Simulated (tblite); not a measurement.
Species: C6H11B.
Cartesian coordinates in Å at the GFN2-xTB level; atoms count from 1:
```xyz
18
C6H11B angstrom
C      3.2307   -0.2549   -0.4848
C      1.9143   -0.1670   -0.3115
C      1.3008    0.0932    0.9687
C     -0.0221    0.1887    1.1814
B     -1.1886    0.1019    0.1635
C     -1.1982    0.8917   -1.2058
C     -2.4689   -0.7355    0.5659
H      3.6698   -0.4460   -1.4492
H      3.9179   -0.1386    0.3380
H      1.2459   -0.2978   -1.1500
H      1.9947    0.1773    1.7989
H     -0.3218    0.3190    2.2184
H     -2.1436    1.4131   -1.3500
H     -1.1207    0.1909   -2.0378
H     -0.3958    1.6176   -1.3117
H     -2.2468   -1.5933    1.1972
H     -3.1312   -0.0905    1.1452
H     -3.0452   -1.0834   -0.2881
```

Method: GFN2-xTB as coded in tblite; computed harmonic values from a numerical Hessian at the method's own geometry, unscaled. The method is semi-empirical: single wavenumbers can be off by several per cent or more. One conformer, not necessarily the lowest.

Harmonic wavenumbers (cm⁻¹): 40.4, 75.8, 103.3, 129.6, 156.0, 194.8, 266.5, 289.7, 381.8, 403.4, 587.8, 636.0, 681.6, 728.4, 791.7, 851.9, 860.0, 883.1, 886.8, 937.2, 947.7, 1023.6, 1096.8, 1137.5, 1169.6, 1257.2, 1267.7, 1352.4, 1380.4, 1386.9, 1419.4, 1485.4, 1490.1, 1497.4, 1501.4, 1616.0, 1656.6, 2990.3, 2993.0, 2997.0, 3016.2, 3020.6, 3029.2, 3036.2, 3039.1, 3086.8, 3094.7, 3125.1.

A = 5022, B = 1332, C = 1156 MHz; mass 94.095 u (most abundant isotopes); point group C1, symmetry number 1.

Q: Zero-point energy?

A: ½Σν̃ = 33000 cm⁻¹ = 94.35 kcal/mol.

Q: Entropy at 500 K, 1 bar (ideal gas, RRHO, classical rotation)?

A: Translation 42.13, rotation 29.66, vibration 46.79: S = 118.6 cal/(mol K).

Q: And Cp and H(500 K) − H(0)?

A: Cp = 52.06 cal/(mol K), of which vibrations give 44.11 (their classical limit is 48 R = 95.4); H(500 K) − H(0) = 15.62 kcal/mol without the zero-point energy, 11.64 from vibrations.

Q: How do the functions run with temperature in this model?

A: 
```tsv
T (K)	S (cal/(mol K))	Cp (cal/(mol K))	H − H(0) (kcal/mol)	G − H(0) (kcal/mol)	ln q(vib)
150	76.6	23.0	2.39	-9.10	3.22
250	90.2	31.3	5.09	-17.47	5.80
298.15	96.1	35.6	6.70	-21.95	6.99
400	107.8	44.4	10.78	-32.35	9.46
600	128.7	58.5	21.16	-56.04	14.14
900	155.2	72.5	40.96	-98.75	20.74
```

q(vib) and H(0) count from the zero-point level.

Q: Which modes carry the vibrational entropy at 500 K?

A: 40.4 cm⁻¹: 6.26; 75.8 cm⁻¹: 5.02; 103.3 cm⁻¹: 4.41; 129.6 cm⁻¹: 3.96; 156.0 cm⁻¹: 3.60; 194.8 cm⁻¹: 3.16 cal/(mol K); the other 42 give 20.39 together.

Hindered rotation and anharmonicity are outside this model. Other conformers, if any are populated, would add a mixing term that is left out. The structure is chiral; the term R ln 2 for an equal mix with its mirror image is left out.

The run took 0.8 s on one thread of an Arm Neoverse N1, on a shared host. The figure is for the frequency step alone.
